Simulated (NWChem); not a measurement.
System: C3H8N, doublet; SMILES CC(C)[NH]

The following NWChem deck was run.

```
start job
memory heap 200 mb stack 900 mb global 1100 mb
geometry units angstroms noautoz
  C      0.593349     1.280879     0.104763
  C     -0.111125    -0.025410    -0.279563
  C      0.712092    -1.252053     0.087972
  N     -1.422876    -0.114837     0.298880
  H      1.590883     1.338680    -0.356417
  H      0.719611     1.341036     1.197209
  H      0.016328     2.160434    -0.222208
  H     -0.238398    -0.008465    -1.386649
  H      1.692511    -1.245709    -0.412279
  H      0.878117    -1.286521     1.176248
  H      0.179050    -2.170236    -0.197945
  H     -1.911985     0.755280     0.040737
end
basis spherical
  * library 6-31g*
end
dft
  odft
  mult 2
  xc becke88 lyp
  iterations 200
  convergence diis 3
end
task dft gradient
```

Excerpt of the output:

```
             Northwest Computational Chemistry Package (NWChem) 7.3.0
             --------------------------------------------------------

 C1  symmetry detected

                             Geometry "geometry" -> ""
                             -------------------------

 Output coordinates in angstroms (scale by  1.889725989 to convert to a.u.)

  No.       Tag          Charge          X              Y              Z
 ---- ---------------- ---------- -------------- -------------- --------------
    1 C                    6.0000     0.81673113     1.14264222     0.10636576
    2 C                    6.0000    -0.09479368    -0.01025226    -0.32991155
    3 C                    6.0000     0.44987867    -1.36642961     0.09615919
    4 N                    7.0000    -1.43782424     0.15983212     0.15032212
    5 H                    1.0000     1.83764320     1.00300187    -0.28008106
    6 H                    1.0000     0.87271232     1.19205173     1.20519424
    7 H                    1.0000     0.44375218     2.11171062    -0.26142957
    8 H                    1.0000    -0.13596216     0.01601696    -1.44334769
    9 H                    1.0000     1.44702813    -1.55382963    -0.33055724
   10 H                    1.0000     0.52699232    -1.41753909     1.19367380
   11 H                    1.0000    -0.22675559    -2.16977729    -0.22901909
   12 H                    1.0000    -1.73153746     1.10377790    -0.14236872

 Effective nuclear repulsion energy (a.u.)     126.7489909429

                                 NWChem DFT Module
                                 -----------------

 Summary of "ao basis" -> "ao basis" (spherical)
 ------------------------------------------------------------------------------
       Tag                 Description            Shells   Functions and Types
 ---------------- ------------------------------  ------  ---------------------
 C                           6-31g*                  6       14   3s2p1d
 N                           6-31g*                  6       14   3s2p1d
 H                           6-31g*                  2        2   2s

            General Information
            -------------------
          SCF calculation type: DFT
          Wavefunction type:  spin polarized.
          No. of atoms     :    12
          No. of electrons :    33
           Alpha electrons :    17
            Beta electrons :    16
          Charge           :     0
          Spin multiplicity:     2
          Use of symmetry is: off; symmetry adaption is: off
          Maximum number of iterations: 200
          AO basis - number of functions:    72
                     number of shells:    40
          Convergence on energy requested:  1.00D-06
          Convergence on density requested:  1.00D-05
          Convergence on gradient requested:  5.00D-04

              XC Information
              --------------
                    Becke 1988 Exchange Functional  1.000
              Lee-Yang-Parr Correlation Functional  1.000

             Grid Information
             ----------------
          Grid used for XC integration:  medium
          Radial quadrature: Mura-Knowles
          Angular quadrature: Lebedev.
          Tag              B.-S. Rad. Rad. Pts. Rad. Cut. Ang. Pts.
          ---              ---------- --------- --------- ---------
          C                   0.70       49          10.0       434
          N                   0.65       49           9.0       434
          H                   0.35       45          11.0       434
          Grid pruning is: on
          Number of quadrature shells:   556
          Spatial weights used:  Erf1

      Superposition of Atomic Density Guess
      -------------------------------------

 Sum of atomic energies:        -171.26036100

      Non-variational initial energy
      ------------------------------

 Total energy =    -173.634358
 1-e energy   =    -480.200403
 2-e energy   =     179.817055
 HOMO         =      -0.227395
 LUMO         =       0.131741

   convergence    iter        energy       DeltaE   RMS-Dens  Diis-err
 ---------------- ----- ----------------- --------- --------- ---------
 d= 0,ls=0.0,diis     1   -173.6514852014 -3.00D+02  6.66D-03  1.19D-01
                                                     7.08D-03  1.20D-01
  Resetting Diis
 d= 0,ls=0.0,diis     2   -173.6767282282 -2.52D-02  4.84D-03  8.11D-02
                                                     4.48D-03  6.86D-02
 d= 0,ls=0.0,diis     3   -173.6983172735 -2.16D-02  5.10D-03  3.22D-02
                                                     4.78D-03  3.31D-02
 d= 0,ls=0.0,diis     4   -173.6612847368  3.70D-02  3.68D-03  1.19D-01
                                                     3.24D-03  1.03D-01
 d= 0,ls=0.0,diis     5   -173.7136565205 -5.24D-02  1.45D-04  6.64D-05
                                                     1.52D-04  6.31D-05
 d= 0,ls=0.0,diis     6   -173.7136615241 -5.00D-06  7.57D-05  6.35D-05
                                                     6.63D-05  5.79D-05
 d= 0,ls=0.0,diis     7   -173.7136919375 -3.04D-05  1.64D-05  5.08D-07
                                                     1.27D-05  3.69D-07
 d= 0,ls=0.0,diis     8   -173.7136919900 -5.25D-08  7.87D-06  4.37D-07
                                                     8.56D-06  5.23D-07

         Total DFT energy =     -173.713691990008
      One electron energy =     -484.055244593193
           Coulomb energy =      209.660675984687
    Exchange-Corr. energy =      -26.068114324411
 Nuclear repulsion energy =      126.748990942910

 Numeric. integr. density =       32.999999891928

                    DFT Final Alpha Molecular Orbital Analysis
                    ------------------------------------------

 Vector   15  Occ=1.000000D+00  E=-2.986229D-01
              MO Center=  2.1D-01, -1.2D-01, -7.6D-02, r^2= 3.2D+00
   Bfn.  Coefficient  Atom+Function         Bfn.  Coefficient  Atom+Function
  ----- ------------  ---------------      ----- ------------  ---------------
    32      0.337695   3 C  py               18     -0.300852   2 C  py
     4      0.270669   1 C  py               62      0.194751   7 H  s
    61      0.180520   7 H  s                45     -0.173455   4 N  px
    69     -0.173284  11 H  s                70     -0.170258  11 H  s
    36      0.161556   3 C  py                8      0.116550   1 C  py

 Vector   16  Occ=1.000000D+00  E=-2.208034D-01
              MO Center= -1.2D+00,  5.6D-02,  1.3D-01, r^2= 1.8D+00
   Bfn.  Coefficient  Atom+Function         Bfn.  Coefficient  Atom+Function
  ----- ------------  ---------------      ----- ------------  ---------------
    48     -0.363662   4 N  s                46      0.332116   4 N  py
    45      0.271208   4 N  px               47     -0.256106   4 N  pz
    49      0.202126   4 N  px               50      0.203075   4 N  py
    34      0.189576   3 C  s                51     -0.173489   4 N  pz
    44     -0.157496   4 N  s                17     -0.147104   2 C  px

 Vector   17  Occ=1.000000D+00  E=-2.003851D-01
              MO Center= -1.0D+00,  2.0D-01, -1.7D-02, r^2= 1.7D+00
   Bfn.  Coefficient  Atom+Function         Bfn.  Coefficient  Atom+Function
  ----- ------------  ---------------      ----- ------------  ---------------
    47      0.508386   4 N  pz               51      0.379017   4 N  pz
    46      0.225800   4 N  py               64      0.220332   8 H  s
    45      0.213059   4 N  px                6     -0.196657   1 C  s
    49      0.173882   4 N  px               50      0.170120   4 N  py
    63      0.159125   8 H  s                19     -0.137830   2 C  pz

 Vector   18  Occ=0.000000D+00  E= 5.526014D-02
              MO Center= -1.4D-01,  6.5D-01, -4.0D-01, r^2= 5.3D+00
   Bfn.  Coefficient  Atom+Function         Bfn.  Coefficient  Atom+Function
  ----- ------------  ---------------      ----- ------------  ---------------
     6      0.960093   1 C  s                72     -0.894694  12 H  s
    20      0.744038   2 C  s                64     -0.729337   8 H  s
    62     -0.722065   7 H  s                34      0.666261   3 C  s
    48      0.594431   4 N  s                58     -0.588824   5 H  s
    66     -0.560550   9 H  s                 8      0.425478   1 C  py

 Vector   19  Occ=0.000000D+00  E= 1.039185D-01
              MO Center=  1.4D-01,  1.1D-01,  5.2D-01, r^2= 5.7D+00
   Bfn.  Coefficient  Atom+Function         Bfn.  Coefficient  Atom+Function
  ----- ------------  ---------------      ----- ------------  ---------------
    34      1.169672   3 C  s                 6      1.098531   1 C  s
    60     -1.027176   6 H  s                68     -0.986083  10 H  s
    72      0.823893  12 H  s                48     -0.742063   4 N  s
    70     -0.492783  11 H  s                58     -0.488085   5 H  s
     9      0.405336   1 C  pz               37      0.364014   3 C  pz

 Vector   20  Occ=0.000000D+00  E= 1.161098D-01
              MO Center= -1.2D-01,  3.8D-01, -4.2D-01, r^2= 5.2D+00
   Bfn.  Coefficient  Atom+Function         Bfn.  Coefficient  Atom+Function
  ----- ------------  ---------------      ----- ------------  ---------------
    64      1.262014   8 H  s                20     -0.970157   2 C  s
    60     -0.848747   6 H  s                 6      0.832999   1 C  s
    72     -0.825054  12 H  s                23      0.610233   2 C  pz
    34     -0.575453   3 C  s                48      0.525052   4 N  s
    62     -0.517424   7 H  s                70      0.501609  11 H  s

                     DFT Final Beta Molecular Orbital Analysis
                     -----------------------------------------

 Vector   14  Occ=1.000000D+00  E=-2.991601D-01
              MO Center=  1.9D-01, -1.8D-02,  8.8D-03, r^2= 2.9D+00
   Bfn.  Coefficient  Atom+Function         Bfn.  Coefficient  Atom+Function
  ----- ------------  ---------------      ----- ------------  ---------------
    19      0.206414   2 C  pz               33     -0.205949   3 C  pz
    32      0.204797   3 C  py               17      0.198454   2 C  px
    18     -0.181493   2 C  py                5     -0.166507   1 C  pz
    64     -0.150810   8 H  s                68     -0.149646  10 H  s
    63     -0.146962   8 H  s                61      0.145256   7 H  s

 Vector   15  Occ=1.000000D+00  E=-2.956350D-01
              MO Center=  2.3D-01, -3.6D-01, -3.9D-02, r^2= 3.1D+00
   Bfn.  Coefficient  Atom+Function         Bfn.  Coefficient  Atom+Function
  ----- ------------  ---------------      ----- ------------  ---------------
    32      0.273029   3 C  py               18     -0.260256   2 C  py
     4      0.256684   1 C  py               69     -0.193913  11 H  s
    70     -0.186737  11 H  s                33      0.159279   3 C  pz
    19     -0.154026   2 C  pz               62      0.141006   7 H  s
    36      0.133643   3 C  py               45     -0.128574   4 N  px

 Vector   16  Occ=1.000000D+00  E=-2.037026D-01
              MO Center= -1.2D+00,  4.6D-02,  1.6D-01, r^2= 1.7D+00
   Bfn.  Coefficient  Atom+Function         Bfn.  Coefficient  Atom+Function
  ----- ------------  ---------------      ----- ------------  ---------------
    48      0.386633   4 N  s                46     -0.329274   4 N  py
    45     -0.271154   4 N  px               47      0.254542   4 N  pz
    49     -0.213270   4 N  px               50     -0.206860   4 N  py
    34     -0.197612   3 C  s                51      0.179310   4 N  pz
    44      0.165776   4 N  s                17      0.148942   2 C  px

 Vector   17  Occ=0.000000D+00  E=-1.168782D-01
              MO Center= -1.2D+00,  1.9D-01,  3.8D-02, r^2= 1.5D+00
   Bfn.  Coefficient  Atom+Function         Bfn.  Coefficient  Atom+Function
  ----- ------------  ---------------      ----- ------------  ---------------
    47      0.489376   4 N  pz               51      0.424268   4 N  pz
     6     -0.278817   1 C  s                64      0.241008   8 H  s
    46      0.215852   4 N  py               49      0.204731   4 N  px
    45      0.202842   4 N  px               50      0.189853   4 N  py
    58      0.168409   5 H  s                63      0.130959   8 H  s

 Vector   18  Occ=0.000000D+00  E= 5.872043D-02
              MO Center= -4.5D-02,  6.1D-01, -3.8D-01, r^2= 5.4D+00
   Bfn.  Coefficient  Atom+Function         Bfn.  Coefficient  Atom+Function
  ----- ------------  ---------------      ----- ------------  ---------------
     6      0.993102   1 C  s                72     -0.843510  12 H  s
    20      0.759963   2 C  s                62     -0.761762   7 H  s
    34      0.722627   3 C  s                64     -0.711404   8 H  s
    58     -0.594331   5 H  s                66     -0.582827   9 H  s
    48      0.565789   4 N  s                 8      0.451981   1 C  py

 Vector   19  Occ=0.000000D+00  E= 1.067585D-01
              MO Center=  2.0D-01,  7.9D-02,  5.4D-01, r^2= 5.5D+00
   Bfn.  Coefficient  Atom+Function         Bfn.  Coefficient  Atom+Function
  ----- ------------  ---------------      ----- ------------  ---------------
    34      1.154123   3 C  s                60     -1.067391   6 H  s
     6      1.034141   1 C  s                68     -1.032226  10 H  s
    72      0.754404  12 H  s                48     -0.674548   4 N  s
    64      0.507780   8 H  s                 9      0.440264   1 C  pz
    58     -0.435035   5 H  s                70     -0.433556  11 H  s

   alpha - beta orbital overlaps
   -----------------------------

   alpha      1      2      3      4      5      6      7      8      9     10
    beta      1      2      3      4      5      6      7      8      9     10
 overlap   1.000  1.000  1.000  1.000  0.993  0.992  1.000  0.998  0.997  0.992

   alpha     11     12     13     14     15     16     17     18     19     20
    beta     11     12     13     14     15     16     17     18     19     20
 overlap   0.991  0.998  0.994  0.864  0.869  0.998  0.983  0.998  0.992  0.844

   alpha     21     22     23     24     25     26     27     28     29     30
    beta     21     22     23     24     25     26     27     28     29     30
 overlap   0.847  0.988  0.997  0.998  0.997  0.997  0.973  0.975  0.999  0.998

   alpha     31     32     33     34     35     36     37     38     39     40
    beta     31     32     33     34     35     36     37     38     39     40
 overlap   0.730  0.694  0.913  0.988  0.982  0.968  0.988  0.975  0.832  0.876

   alpha     41     42     43     44     45     46     47     48     49     50
    beta     41     42     43     44     45     46     47     48     49     50
 overlap   0.890  0.896  0.999  0.985  0.981  0.978  0.975  0.987  0.999  0.995

[...]

                         DFT ENERGY GRADIENTS

    atom               coordinates                        gradient
                 x          y          z           x          y          z
   1 C       1.543398   2.159281   0.201002   -0.006774  -0.008511  -0.002937
   2 C      -0.179134  -0.019374  -0.623442   -0.000989   0.000537   0.008463
   3 C       0.850147  -2.582178   0.181715   -0.002500   0.008905  -0.003021
   4 N      -2.717094   0.302039   0.284068    0.010883   0.006949  -0.007389
   5 H       3.472642   1.895399  -0.529276   -0.001864   0.000042   0.000568
   6 H       1.649187   2.252651   2.277487   -0.000114  -0.000286  -0.001277
   7 H       0.838570   3.990554  -0.494030    0.000308  -0.001570   0.000436
   8 H      -0.256931   0.030268  -2.727532   -0.000478  -0.000393   0.003222
   9 H       2.734487  -2.936312  -0.624663   -0.001465   0.000343   0.000619
  10 H       0.995871  -2.678760   2.255716   -0.000440   0.000570  -0.001516
  11 H      -0.428506  -4.100285  -0.432783    0.000626   0.001517   0.000309
  12 H      -3.272131   2.085838  -0.269038    0.002809  -0.008103   0.002522
```

Level: BLYP/6-31G* (spherical d), spin-unrestricted. Coordinates come from a PBE0/def2-SVP, spin-unrestricted optimisation. No stability test was run on the SCF state.
